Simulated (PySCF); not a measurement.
C₆H₄O, SMILES c1cocc1C#C. Atoms are numbered in the order given.

```xyz
11

C      0.0190    -2.9723     0.0000
C      0.0062    -1.7592     0.0000
C      0.0067    -0.3396     0.0000
C      1.1494     0.5376     0.0000
C      0.6477     1.8008     0.0000
O     -0.7026     1.7735     0.0000
C     -1.0877     0.4893     0.0000
H      0.0273    -4.0464     0.0000
H      2.1950     0.2410     0.0000
H      1.1077     2.7853     0.0000
H     -2.1562     0.2923     0.0000
```

Geometry optimised at PBE0-D3(BJ)/def2-SVP.

All values below come from B3LYP/def2-TZVP (PySCF).

Symmetry labels are those of the subgroup Cs that the program uses (full group Cs).

Computed valence orbital energies around the gap with their symmetry:
```tsv
orbital	symmetry	energy (eV)
HOMO−7	A'	-12.86
HOMO−6	A'	-12.04
HOMO−5	A'	-11.53
HOMO−4	A'	-10.79
HOMO−3	A"	-9.33
HOMO−2	A'	-7.78
HOMO−1	A"	-7.42
HOMO	A"	-6.47
LUMO	A"	-0.69
LUMO+1	A"	0.28
LUMO+2	A'	0.68
LUMO+3	A'	1.67
```
